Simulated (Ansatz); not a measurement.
Relaxation of F2H4SSi (8 atoms, charge 0, multiplicity 1), to a largest force component of 0.03 eV/Å in at most 50 steps.

Method: RKS BLYP/cc-pVDZ (Ansatz 0.2.0).

```xyz
8
Properties=species:S:1:pos:R:3
Si -0.767 0.491 -0.640
H -0.575 -0.944 -0.687
F -1.537 0.943 -2.033
F 0.727 1.213 -0.676
H -1.550 1.034 0.507
H 0.669 -1.580 0.642
S 1.158 -1.043 1.797
H 1.876 -0.116 1.091
```

Problem. Where does it end, and by what steps?

Solution. It converged. After 11 steps the energy has fallen by 0.155 eV; H6 moved furthest, 1.17 Å.

```json
{"step": "0", "energy less start (eV)": "0.0000", "largest force component (eV/Å)": "0.967", "accepted": "yes"}
{"step": "1", "energy less start (eV)": "-0.0838", "largest force component (eV/Å)": "0.306", "accepted": "yes"}
{"step": "2", "energy less start (eV)": "-0.1102", "largest force component (eV/Å)": "0.153", "accepted": "yes"}
{"step": "3", "energy less start (eV)": "-0.1280", "largest force component (eV/Å)": "0.133", "accepted": "yes"}
{"step": "4", "energy less start (eV)": "-0.1351", "largest force component (eV/Å)": "0.418", "accepted": "yes"}
{"step": "5", "energy less start (eV)": "-0.1483", "largest force component (eV/Å)": "0.080", "accepted": "yes"}
{"step": "6", "energy less start (eV)": "-0.1521", "largest force component (eV/Å)": "0.090", "accepted": "yes"}
{"step": "7", "energy less start (eV)": "-0.1192", "largest force component (eV/Å)": "0.748", "accepted": "no"}
{"step": "8", "energy less start (eV)": "-0.1522", "largest force component (eV/Å)": "0.085", "accepted": "yes"}
{"step": "9", "energy less start (eV)": "-0.1536", "largest force component (eV/Å)": "0.065", "accepted": "yes"}
{"step": "10", "energy less start (eV)": "-0.1542", "largest force component (eV/Å)": "0.043", "accepted": "yes"}
{"step": "11", "energy less start (eV)": "-0.1545", "largest force component (eV/Å)": "0.021", "accepted": "yes"}
```

```xyz
8
Properties=species:S:1:pos:R:3
Si -0.923 0.588 -0.796
H -1.033 -0.878 -1.055
F -1.607 1.383 -2.076
F 0.686 1.005 -0.787
H -1.555 1.097 0.455
H 1.574 -2.071 1.201
S 1.185 -1.014 1.981
H 1.674 -0.110 1.077
```

Whether the end is a true minimum wasn't checked by a vibrational analysis.

The run took 10 s on 2 threads of AMD EPYC 9R14 (Zen 4) (shared host), peak memory 0.14 GiB.
